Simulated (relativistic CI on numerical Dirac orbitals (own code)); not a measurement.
Electric-dipole lines of As I

These numbers are calculated, not measured: Dirac-Coulomb-Breit CI, KLI orbitals optimised for each configuration, QED by a radiative potential, valence Slater integrals scaled by 0.85, P86 correlation energy added to each configuration (own radial code, finite nucleus).

CI space (outside the closed core [Ar] 3d10): 4s²4p³, 4s²4p²5s, 4s²4p²4d, 4s4p⁴, 4s²4p²5p, 4s²4p²6s, 4s²4p²6p, 4s²4p²5d, 4s²4p²4f, 4s²4p²7s, 4s²4p²7p, 4s²4p4d², 4s²4p²6d, 4s²4p²5f, 4s²4p²5g, 4s²4p²7d. Levels of other configurations are missing.

```csv
λ vac (Å),Lower,Upper,A (s⁻¹),E lower (eV),E upper (eV)
1773.0,4s²4p³ ⁴S°3/2 [1],4s²4p²5s ²P3/2 [10],3.20e+06,0.0000,6.9931
1838.4,4s²4p³ ⁴S°3/2 [1],4s²4p²5s ⁴P5/2 [8],2.12e+08,0.0000,6.7443
1883.9,4s²4p³ ⁴S°3/2 [1],4s²4p²5s ⁴P3/2 [7],2.03e+08,0.0000,6.5813
1916.6,4s²4p³ ⁴S°3/2 [1],4s²4p²5s ⁴P1/2 [6],1.98e+08,0.0000,6.4691
1948.6,4s²4p³ ²D°3/2 [2],4s²4p²5s ²D3/2 [18],2.15e+08,1.4839,7.8466
1950.8,4s²4p³ ²D°3/2 [2],4s²4p²5s ²D5/2 [16],2.32e+07,1.4839,7.8394
1960.1,4s²4p³ ²D°5/2 [3],4s²4p²5s ²D3/2 [18],5.50e+06,1.5212,7.8466
1962.3,4s²4p³ ²D°5/2 [3],4s²4p²5s ²D5/2 [16],2.16e+08,1.5212,7.8394
2250.5,4s²4p³ ²D°3/2 [2],4s²4p²5s ²P3/2 [10],2.21e+06,1.4839,6.9931
2265.8,4s²4p³ ²D°5/2 [3],4s²4p²5s ²P3/2 [10],2.94e+08,1.5212,6.9931
2295.6,4s²4p³ ²P°1/2 [4],4s²4p²5s ²D3/2 [18],2.37e+07,2.4456,7.8466
2321.3,4s²4p³ ²P°3/2 [5],4s²4p²5s ²D3/2 [18],3.79e+07,2.5054,7.8466
2324.4,4s²4p³ ²P°3/2 [5],4s²4p²5s ²D5/2 [16],2.75e+07,2.5054,7.8394
2330.0,4s²4p³ ²D°3/2 [2],4s²4p²5s ²P1/2 [9],3.38e+08,1.4839,6.8050
2373.8,4s²4p³ ²D°5/2 [3],4s²4p²5s ⁴P5/2 [8],3.47e+06,1.5212,6.7443
2432.3,4s²4p³ ²D°3/2 [2],4s²4p²5s ⁴P3/2 [7],1.49e+06,1.4839,6.5813
2450.2,4s²4p³ ²D°5/2 [3],4s²4p²5s ⁴P3/2 [7],7.11e+06,1.5212,6.5813
2487.0,4s²4p³ ²D°3/2 [2],4s²4p²5s ⁴P1/2 [6],1.05e+07,1.4839,6.4691
2726.4,4s²4p³ ²P°1/2 [4],4s²4p²5s ²P3/2 [10],2.53e+07,2.4456,6.9931
2762.8,4s²4p³ ²P°3/2 [5],4s²4p²5s ²P3/2 [10],8.68e+07,2.5054,6.9931
2844.0,4s²4p³ ²P°1/2 [4],4s²4p²5s ²P1/2 [9],6.32e+07,2.4456,6.8050
```

Terms are leading LS components. Brackets give the number of a level in order of energy, since labels repeat. The list gives strong lines, with weight on those to low levels, without lines whose two gauges differ by over a factor of 2.5, among the lowest 165 of 347 levels, so that lines to higher ones, which can be the strongest, are missing, and without lines across small gaps between configurations, and without 174 lines that miss the measured interval by over 3.5 %, start from a term whose rates miss tabulated ones by over 60 %, have gauges far apart or, lacking measured levels, span too small a gap for the errors found; lines with a level outside our table were not tested and can miss by more. Levels whose partners in the same complex of configurations lie outside the list can be far off, and so can their lines. Rates are taken at the computed energies, electric ones in the length gauge.

For a near-neutral ion this model can misplace configurations by up to about 10,000 cm⁻¹ (more where the count of f electrons changes) and terms by 10 to 25 % of their spread. Rates follow the energies as ν³ (E1, M1) or ν⁵ (E2), so they and the lifetimes can be off by large factors. The fine structure of a lone outer electron comes out too small, for d and f at times inverted, and misplaced configurations move strength between like terms. 11 of the 11 excited levels that our extract of the measured tables holds in this range could be paired (the sources list more); they are missed by 1699 cm⁻¹ on average and 2452 at most, and levels without a partner can miss by more.

LS names give the leading component of a level, which can be under half, so a name can repeat, a term be missing and a line seem to break the LS rules.
